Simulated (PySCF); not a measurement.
(F2Al-mu-Cl)2.
Bonds: Al1–F2, Al1–F3, Al1–Cl4, Al1–Cl8, Cl4–Al5, Al5–F6, Al5–F7, Al5–Cl8.

The closed-shell ground state was solved at several levels (PySCF, density fitting, gas phase, non-relativistic). The structure is a single PBE0-D3(BJ)/def2-SVP conformer in the gas phase; no vibrational or solvent corrections. The dipole stays under 0.02 D at every level.

| level | basis functions | HOMO (eV) | LUMO (eV) | gap (eV) |
| --- | --- | --- | --- | --- |
| CAM-B3LYP/def2-SVPD | 194 | -12.53 | -0.64 | 11.89 |
| B3LYP/pcSseg-1 (pcSseg-2 on Al) | 202 | -10.76 | -1.37 | 9.39 |
| PBE/pcSseg-1 (pcSseg-2 on Al) | 202 | -9.40 | -1.98 | 7.42 |

Question: Estimate the row for PBE0/pcSseg-1 (pcSseg-2 on Al), a basis of 202 functions; the other rows only guide the guess.

Answer: HOMO -11.11 eV, LUMO -1.09 eV, gap 10.02 eV.

Question: Over all these levels, which gives the widest orbital gap and which the narrowest?

Answer: CAM-B3LYP/def2-SVPD (range-separated hybrid) has the widest, 11.89 eV, and PBE/pcSseg-1 (pcSseg-2 on Al) (GGA) the narrowest, 7.42 eV. Functional and basis both differ between the two, so the spread mixes both effects.

Question: In the pcSseg-1 (pcSseg-2 on Al) basis, how does the gap go with the fixed share of exact exchange?

Answer: PBE (0 %) 7.42 eV; B3LYP (20 %) 9.39 eV; PBE0 (25 %) 10.02 eV. Each rise in the share widens the gap here.
